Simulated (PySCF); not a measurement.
**Energy of S²⁺ (sulfur, charge +2) between two integer charges**

The 3p alpha orbital of [Ne] 3s2 3p2 is emptied in steps (occupation f), with all orbitals relaxed, ending at [Ne] 3s2 3p1. All numbers are calculated (PySCF 2.14, the non-relativistic Hamiltonian (point nucleus), in def2-TZVPPD (6s6p4d1f, 51 functions)). The exact energy is a straight line in f; departures are measured from the line between the end points of the same method.

```json
{"f": "1", "UHF (eV)": "0.000", "LDA (eV)": "0.000", "PBE (eV)": "0.000", "PBE0 (eV)": "0.000", "r2SCAN (eV)": "0.000", "LC-wPBE (eV)": "0.000", "BHandHLYP (eV)": "0.000", "wB97X (eV)": "0.000", "HSE06 (eV)": "0.000", "MN15 (eV)": "0.000"}
{"f": "0.8", "UHF (eV)": "0.089", "LDA (eV)": "-0.966", "PBE (eV)": "-0.941", "PBE0 (eV)": "-0.686", "r2SCAN (eV)": "-0.882", "LC-wPBE (eV)": "-0.216", "BHandHLYP (eV)": "-0.443", "wB97X (eV)": "-0.271", "HSE06 (eV)": "-0.752", "MN15 (eV)": "-0.596"}
{"f": "0.6", "UHF (eV)": "0.132", "LDA (eV)": "-1.450", "PBE (eV)": "-1.408", "PBE0 (eV)": "-1.025", "r2SCAN (eV)": "-1.310", "LC-wPBE (eV)": "-0.318", "BHandHLYP (eV)": "-0.662", "wB97X (eV)": "-0.399", "HSE06 (eV)": "-1.124", "MN15 (eV)": "-0.887"}
{"f": "0.4", "UHF (eV)": "0.131", "LDA (eV)": "-1.450", "PBE (eV)": "-1.403", "PBE0 (eV)": "-1.019", "r2SCAN (eV)": "-1.294", "LC-wPBE (eV)": "-0.311", "BHandHLYP (eV)": "-0.658", "wB97X (eV)": "-0.390", "HSE06 (eV)": "-1.118", "MN15 (eV)": "-0.878"}
{"f": "0.2", "UHF (eV)": "0.086", "LDA (eV)": "-0.965", "PBE (eV)": "-0.929", "PBE0 (eV)": "-0.673", "r2SCAN (eV)": "-0.846", "LC-wPBE (eV)": "-0.200", "BHandHLYP (eV)": "-0.436", "wB97X (eV)": "-0.253", "HSE06 (eV)": "-0.740", "MN15 (eV)": "-0.576"}
{"f": "0", "UHF (eV)": "0.000", "LDA (eV)": "0.000", "PBE (eV)": "0.000", "PBE0 (eV)": "0.000", "r2SCAN (eV)": "0.000", "LC-wPBE (eV)": "0.000", "BHandHLYP (eV)": "0.000", "wB97X (eV)": "0.000", "HSE06 (eV)": "0.000", "MN15 (eV)": "0.000"}
```

Q: For MN15, how does the orbital energy at f = 1 compare with the removal energy?

A: −ε = 31.230 eV against a total-energy difference of 34.968 eV. By Janak's theorem ε = ∂E/∂f, so the gap between them reflects the curvature. Along the path −ε is 32.751 (f = 0.8), 34.267 (f = 0.6), 35.756 (f = 0.4), 37.183 (f = 0.2) eV.

```json
{"method": "UHF", "E(f=0) − E(f=1) (eV)": "34.159", "−ε at f=1 (eV)": "34.722", "−ε at f=0.4 (eV)": "34.043"}
{"method": "LDA", "E(f=0) − E(f=1) (eV)": "34.886", "−ε at f=1 (eV)": "28.862", "−ε at f=0.4 (eV)": "36.099"}
{"method": "PBE", "E(f=0) − E(f=1) (eV)": "34.843", "−ε at f=1 (eV)": "28.957", "−ε at f=0.4 (eV)": "36.048"}
{"method": "PBE0", "E(f=0) − E(f=1) (eV)": "34.881", "−ε at f=1 (eV)": "30.580", "−ε at f=0.4 (eV)": "35.767"}
{"method": "r2SCAN", "E(f=0) − E(f=1) (eV)": "35.031", "−ε at f=1 (eV)": "29.484", "−ε at f=0.4 (eV)": "36.207"}
{"method": "LC-wPBE", "E(f=0) − E(f=1) (eV)": "35.027", "−ε at f=1 (eV)": "33.660", "−ε at f=0.4 (eV)": "35.329"}
{"method": "BHandHLYP", "E(f=0) − E(f=1) (eV)": "34.711", "−ε at f=1 (eV)": "31.938", "−ε at f=0.4 (eV)": "35.278"}
{"method": "wB97X", "E(f=0) − E(f=1) (eV)": "34.744", "−ε at f=1 (eV)": "33.031", "−ε at f=0.4 (eV)": "35.120"}
{"method": "HSE06", "E(f=0) − E(f=1) (eV)": "34.871", "−ε at f=1 (eV)": "30.158", "−ε at f=0.4 (eV)": "35.837"}
{"method": "MN15", "E(f=0) − E(f=1) (eV)": "34.968", "−ε at f=1 (eV)": "31.230", "−ε at f=0.4 (eV)": "35.756"}
```

Reference removal energy between the ground levels: 34.86 ± 0.04 eV (semi-empirical (NIST evaluation); NIST Atomic Spectra Database, ionization energies). The calculation has no spin-orbit coupling. UHF lacks correlation.
